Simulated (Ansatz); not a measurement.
```yaml
crystal:
  periodic: [false, false, false]
  atoms:
    - {symbol: O, position_ang: [1.797763, -2.793346, 1.824475]}
    - {symbol: C, position_ang: [1.334529, -2.050342, 1.233813]}
    - {symbol: N, position_ang: [0.712193, -0.865096, 0.800838]}
    - {symbol: Ti, position_ang: [-0.303069, 0.490521, -0.212043]}
    - {symbol: O, position_ang: [-1.091024, -0.461757, -1.416771]}
    - {symbol: O, position_ang: [-0.986787, 1.484843, 1.011412]}
    - {symbol: O, position_ang: [1.027010, 1.338644, -1.233180]}
    - {symbol: H, position_ang: [-2.244820, -0.315742, -1.760664]}
    - {symbol: H, position_ang: [-1.588650, 1.340155, 1.591529]}
    - {symbol: H, position_ang: [1.408517, 1.411285, -2.044722]}
basis:
  gaussian: {orbitals: pcseg-2, final_grid: {core_spheres: 1, valence_spheres: 1, degree: 1}}
hamiltonian: {xc: {name: PBE}}
output: {forces: true}
```

```sh
$ ansatz run in.yaml --threads 4 --pin off --events-out ev --progress --plain --max-ram 11315MiB
```

Shortened log:

```
Functional definition: PBE
1521 factors; their error is unknown
mean field evaluation 1: about -33840.0337 eV, gradient 1.3e2 eV
mean field evaluation 2: about -33360.4435 eV, gradient 5.1e2 eV
mean field evaluation 4: about -33843.1662 eV, gradient 1.3e2 eV
mean field evaluation 8: about -33869.5416 eV, gradient 3.1e0 eV
mean field evaluation 16: about -34294.1387 eV, gradient 5.6e1 eV
mean field evaluation 32: about -34317.3638 eV, gradient 1.7e1 eV
mean field evaluation 64: about -34320.9619 eV, gradient 2.3e1 eV
mean field evaluation 96: about -34319.9582 eV, gradient 2.5e1 eV
a density is far from that of the atoms, so the factors are made again for it
2390 factors; integrals over basis functions are off by at most 6.9e-4 eV
mean field evaluation 128: about -34303.1500 eV, gradient 5.1e1 eV
mean field -34323.31825705 eV, -1261.3586807660 hartree, gradient 2.3e-5 eV, S^2 0.000000; 0 other end points of the search recorded, 0 dependent functions left out
reference -34323.31851744 eV, -1261.3586903352 hartree; 35, 35 occupied and 243, 243 virtual orbitals, 2390 factors
Total energy: -34323.31851744 eV, -1261.3586903352 hartree
Atom 0 at     1.797763    -2.793346     1.824475 Å, force    98.879442  -128.711780    26.195922 eV/Å
Atom 1 at     1.334529    -2.050342     1.233813 Å, force  -110.308411   262.950869    -6.915525 eV/Å
Atom 2 at     0.712193    -0.865096     0.800838 Å, force  -163.040851    -4.793086  -187.382935 eV/Å
Atom 3 at    -0.303069     0.490521    -0.212043 Å, force   150.512748     7.727575   205.764046 eV/Å
Atom 4 at    -1.091024    -0.461757    -1.416771 Å, force    16.073541   -53.081237   -16.470497 eV/Å
Atom 5 at    -0.986787     1.484843     1.011412 Å, force   -19.581770   -62.209799    -5.952185 eV/Å
Atom 6 at     1.027010     1.338644    -1.233180 Å, force    24.050773   -19.397265   -29.599223 eV/Å
Atom 7 at    -2.244820    -0.315742    -1.760664 Å, force    -1.008565    -0.308640     2.362648 eV/Å
Atom 8 at    -1.588650     1.340155     1.591529 Å, force    18.325392    15.006641    -7.292880 eV/Å
Atom 9 at     1.408517     1.411285    -2.044722 Å, force   -13.902299   -17.183278    19.290628 eV/Å
Dipole moment:     0.007604    -0.422412    -0.356943 e Å
```

Q: Something in this input is off. What?

A: The integration grid is far too coarse. Self-consistency was reached. The result belongs to that input, not to the molecule as meant.
